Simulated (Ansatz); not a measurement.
`O=[C](S)[GaH2]` → `C1[O][GaH][S]1`  (isomerisation)

Isolated molecules relaxed with PBE0-D4/def2-TZVP in Ansatz; ΔE leaves out vibrations. CBS: MP2 limit from def2 TZ/QZ plus the TZ coupled-cluster correction, frozen cores. DFT in def2-TZVPP. For Ga outer-core shells are correlated without core-valence functions, which leaves a few kJ/mol of doubt a bond. Scalar relativity is left out up to krypton. One conformer a species, not always the lowest.

```json
{"level": "PBE0", "ΔE (kJ/mol)": "-164.5"}
{"level": "MP2/def2-QZVPP", "ΔE (kJ/mol)": "-178.4"}
```

Question: What does CCSD(T)/CBS give? (Best estimate.)

Answer: The calculation gave: -169.1 kJ/mol. The listed levels differ from it by 4.6, -9.3 kJ/mol.

Largest T1 diagnostic among the species: 0.017.

At CCSD(T), def2-SVP lies +18.9 kJ/mol from the extrapolated value and def2-TZVPP +3.6 kJ/mol. Leaving LDA and LC-ωPBE aside and taking each functional with its dispersion term where it has one, the values, not all of them listed here, spread over 52.5 kJ/mol, from PBE-QIDH to BLYP-D4. LDA lies −25.5 kJ/mol from PBE without D4.
